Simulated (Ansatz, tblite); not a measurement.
Adding an electron: K₃Bi⁺ (the lowest doublet isomer of a short search). Charge 1, multiplicity 2. Geometry: PBE0-D4/def2-TZVP. Ansatz, gas phase; energy differences of separate SCF runs; the reduced species is a singlet (the triplet lies 0.15 eV higher at PBE0-D4/def2-TZVP).

```xyz
4

K    -1.476   -2.665    1.397
K    -1.168    3.092    0.560
K     2.660   -0.428   -1.958
Bi   -0.016    0.001    0.001
```

In the def2 sets Bi takes a core potential; there is no spin–orbit coupling. The xTB rows come from tblite. The structure comes from a short search, and lower isomers may exist.

```csv
level,−HOMO (eV),−LUMO (eV),vertical EA (eV),HOMO–LUMO gap (eV),remarks
GFN1-xTB,–,–,9.86,–,–
GFN2-xTB,–,–,7.15,–,–
PBE-D4/def2-TZVP,5.87,5.15,3.38,0.72,"restricted singlet, untested (singlet)"
r2SCAN-D4/def2-TZVP,5.70,4.62,3.05,1.08,"restricted singlet, untested (singlet)"
PBE0-D4/def2-TZVP,6.41,4.18,3.11,2.23,"restricted singlet, untested (singlet)"
```

  HOMO and LUMO are the levels of the spin that leaves or enters (xTB has no such levels and no spin-polarisation term). Other spin states of the ions may lie lower, which would lower the ionisation energy or raise the affinity. Raw xTB energy differences between charge states are shifted by several eV; the methods need an empirical correction for them.
